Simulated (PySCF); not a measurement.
# A small calculation by hand: oscillator strength and radiative lifetime

C₂H₆ClGa, SMILES C[CH2][GaH][Cl].

Geometry: ωB97X-D3(BJ)/def2-SVP. The structure was generated by enumeration; whether it is a known compound was not checked. The values are those of a single conformer.

TDA-PBE/def2-SVPD (PySCF) puts the first singlet state with f over 0.02 at 5.86 eV (vertical), with the transition dipole (-0.150, -0.404, -0.314) in atomic units.

Problem. Find the oscillator strength, the wavelength and the radiative lifetime that this transition would have in vacuum if emission retraced absorption.

Solution. 
|μ|² = 0.2843 au, so |μ| = 1.36 D. ΔE = 5.86/27.211 = 0.2154 hartree. f = (2/3) ΔE |μ|² = 0.041 (the program prints 0.041).
λ = 1239.84/5.86 = 212 nm; ν = 47264 cm⁻¹.
Einstein's coefficient A = 0.6670 ν² f s⁻¹ (ν in cm⁻¹) = 6.1e7 s⁻¹, so τ = 1/A = 16 ns. This state is S3; the lower singlets have f = 0.000, 0.001. The figure is the radiative limit of this one transition; relaxation, internal conversion, crossing to triplets and a medium change what is measured.
